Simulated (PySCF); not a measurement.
C3H9NSi2, SMILES N#C[C@H](C[SiH3])[SiH3].

Coordinates come from a PBE0-D3(BJ)/def2-SVP optimisation. The structure was generated by enumeration; whether it is a known compound was not checked. The values are those of a single conformer.

Method: SMD-B3LYP/def2-SVP in PySCF.

Solvation free energies are E(SMD) − E(gas) at the gas-phase geometry, for 1 M in both phases. In vacuum the dipole moment is 3.71 D.

Question: Estimate the solvation free energies in water, 1-octanol, benzene. (Estimate from the structure and the level; the computed values follow.)

Answer: 
| solvent | ΔG(solv) (kcal/mol) | its non-electrostatic (CDS) part | dipole (D) |
|---|---|---|---|
| water | -1.0 | 5.8 | 5.08 |
| 1-octanol | -4.2 | 1.5 | 4.86 |
| benzene | -2.9 | 0.0 | 4.27 |
